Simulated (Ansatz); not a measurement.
Reaction (hydrogenolysis of a Mg–N bond): `[NH2][Mg][O][SiH3]` + H₂ → `[MgH][O][SiH3]` + NH₃

Gas-phase electronic energies from Ansatz, PBE0-D4/def2-TZVP geometries. CCSD(T)/CBS adds triple-zeta CCSD(T) − MP2 to the extrapolated MP2 energy (def2 sets, frozen cores). This one scheme is used for every species. DFT in def2-TZVPP. For Mg outer-core shells are correlated without core-valence functions, which leaves a few kJ/mol of doubt a bond. Each species was taken in one conformer, which may not be the lowest.

CCSD(T)/CBS gives +8.8 kcal/mol.

(1) Another level gave +5.9 kcal/mol. Which?
A. MP2/def2-TZVPP
B. B97M-V/def2-TZVPP
C. LDA (SPW92)/def2-TZVPP
D. r2SCAN0-D4/def2-TZVPP

Largest T1 diagnostic among the species: 0.011.

## Answers

(1) C. LDA (SPW92) 5.9, r2SCAN0-D4 7.3, B97M-V 1.5, MP2/def2-TZVPP 10.0 kcal/mol.

Leaving LDA and LC-ωPBE aside and taking each functional with its dispersion term where it has one, the values, not all of them listed here, spread over 6.8 kcal/mol, from B97M-V to r2SCAN-D4. At CCSD(T), def2-SVP lies −1.7 kcal/mol from the extrapolated value and def2-TZVPP −1.3 kcal/mol.
